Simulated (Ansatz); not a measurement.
Ansatz (a quantum-chemistry and plane-wave program) input (RPA@PBE/cc-pV(Q+d)Z):
A basis named .json is the Basis Set Exchange file of that set.

Ansatz 0.2 input:
```yaml
crystal:
  periodic: [false, false, false]
  atoms:
    - {symbol: Si, position_ang: [-0.06608596, 0.07894982, 0.32590040]}
    - {symbol: N, position_ang: [-0.73434839, 1.39584099, -0.55543239]}
    - {symbol: N, position_ang: [-0.79065383, -1.30515989, -0.37992736]}
    - {symbol: N, position_ang: [1.61482957, -0.28442765, 0.32798041]}
    - {symbol: H, position_ang: [-0.35154515, 0.42408251, 1.74144485]}
    - {symbol: H, position_ang: [-0.74266891, 2.32269167, -0.16107071]}
    - {symbol: H, position_ang: [-0.70943396, 1.42184061, -1.56291487]}
    - {symbol: H, position_ang: [-0.46479947, -2.22830106, -0.14489944]}
    - {symbol: H, position_ang: [-1.76487847, -1.29840898, -0.63379660]}
    - {symbol: H, position_ang: [2.23924303, 0.18985488, 0.96028289]}
    - {symbol: H, position_ang: [2.09049489, -0.58083128, -0.50999635]}
basis:
  gaussian:
    orbitals: cc-pV_Q+d_Z.json
hamiltonian:
  xc: pbe
magnetization: {spin_polarized: false}
correlation: {method: rpa, electrons: outside_noble_gas}
```

End of the output:

```
integrals: 2.57 GiB planned
2571 factors; integrals over basis functions are off by at most 9.2e-4 eV
0.54 GiB of the device are held for the grids
3.54 GiB of device memory are held for the factors and their scratch space
mean field: 4.50 GiB planned
mean field evaluation 1: about -12432.3765 eV, gradient 1.2e2 eV
mean field evaluation 2: about -12432.3834 eV, gradient 1.2e2 eV
mean field evaluation 4: about -12456.2060 eV, gradient 2.3e1 eV
mean field evaluation 8: about -12457.5673 eV, gradient 8.1e-1 eV
mean field evaluation 16: about -12457.5688 eV, gradient 5.6e-5 eV
mean field evaluation 32: about -12425.4902 eV, gradient 9.0e1 eV
mean field -12457.56882991 eV, -457.8072104558 hartree, gradient 2.0e-6 eV, S^2 0.000000; 0 other end points of the search recorded, 0 dependent functions left out
8 core orbitals not correlated
reference -12422.61392782 eV, -456.5226414973 hartree; 13, 13 occupied and 418, 418 virtual orbitals, 2571 factors
Total energy: -12459.61250999 eV, -457.8823143136 hartree
```
